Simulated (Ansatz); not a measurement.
`O[Si](F)([SiH3])Cl` + H–F → `F[Si](F)([SiH3])Cl` + H₂O at 700 K and 1 bar (ligand exchange at the Si–O bond).

Gas-phase electronic energies from Ansatz, PBE0-D4/def2-TZVP geometries. CCSD(T)/CBS adds triple-zeta CCSD(T) − MP2 to the extrapolated MP2 energy (def2 sets, frozen cores). This one scheme is used for every species. Each species was taken in one conformer, which may not be the lowest.

| species | CCSD(T)/CBS energy (Eh) | H − E (kJ/mol) | S (J/(mol·K)) |
| --- | --- | --- | --- |
| `O[Si](F)([SiH3])Cl` | -1215.48049 | 198.8 | 494.1 |
| H–F | -100.39570 | 45.2 | 198.5 |
| `F[Si](F)([SiH3])Cl` | -1239.50998 | 162.5 | 473.7 |
| H₂O | -76.37941 | 80.5 | 218.4 |

H − E and S are ideal-gas, rigid-rotor, harmonic terms from PBE0-D4/def2-TZVP, for one conformer and one mirror image of each species. 1 Eh = 2625.50 kJ/mol, R = 8.31446 J/(mol·K).

**Question.** By hand: ΔE, ΔH, ΔS and ΔG.

**Answer.** ΔE = (-1239.50998) + (-76.37941) − (-1215.48049) − (-100.39570) = -0.01320 Eh = -34.7 kJ/mol. Δ(H − E) = 162.5 + 80.5 − 198.8 − 45.2 = -1.0, so ΔH = -35.7 kJ/mol. ΔS = 473.7 + 218.4 − 494.1 − 198.5 = -0.5 J/(mol·K). ΔG = -35.7 − 700 × (-0.5)/1000 = -35.4 kJ/mol.

**Question.** By hand: the equilibrium constant, and the temperature at which ΔG would vanish if ΔH and ΔS stayed fixed.

**Answer.** log₁₀ K = −ΔG/(RT ln 10) = 2.6. ΔG = 0 at ΔH/ΔS = 71400 K, far beyond where these terms or the molecules hold.

The number of gas molecules stays the same, so ΔS is small and ΔH decides. A doubt of 5 kJ/mol in ΔE shifts log₁₀ K by 0.4 here. Other conformers and mirror images would add mixing entropy, several J/(mol·K) or more a flexible species. These are equilibria of isolated gas molecules and say nothing of rates. Largest T1 diagnostic: 0.012 (customary marks: 0.02 for closed shells, 0.045 for open ones).
